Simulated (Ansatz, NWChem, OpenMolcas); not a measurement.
# How basis sets differ on BSiH4O2F (SMILES OB(F)O[SiH3])

BSiH4O2F has 9 atoms, charge 0, and is taken as a singlet. As SMILES, `OB(F)O[SiH3]`. Geometry: relaxed at PBE0-D4/def2-TZVP. This is one conformer, not always the lowest.

```xyz
9

O    -1.6141    0.5567    0.3940
B    -0.3954    1.1571    0.3527
F    -0.2773    2.4508    0.6579
O     0.7089    0.4669    0.0062
Si    0.9342   -1.1149   -0.4250
H    -2.3225    1.1499    0.6541
H     2.3819   -1.2739   -0.6909
H     0.1545   -1.4276   -1.6478
H     0.5182   -2.0110    0.6818
```

Quantity: the dipole moment, in D. The values are calculated.

```csv
level,kind,program,value (D),CPU time
HF/ANO-RCC-MB (DKH2),Hartree–Fock,OpenMolcas,1.62,2.7 s
HF/ANO-XS-MB (DKH2),Hartree–Fock,OpenMolcas,1.80,1.6 s
HF/STO-3G,Hartree–Fock,NWChem,1.03,2.2 s
HF/3-21G,Hartree–Fock,Ansatz,1.79,0.77 s
HF/6-31G* (spherical functions),Hartree–Fock,NWChem,1.41,28 s
HF/def2-SVP,Hartree–Fock,Ansatz,1.51,2.5 s
```

The values span 1.03 to 1.80 D. Magnitudes only. Sets without polarisation functions give poor dipoles. Times are those of the runs behind each value, whatever else they computed, on shared processors of several kinds: orders of magnitude only.
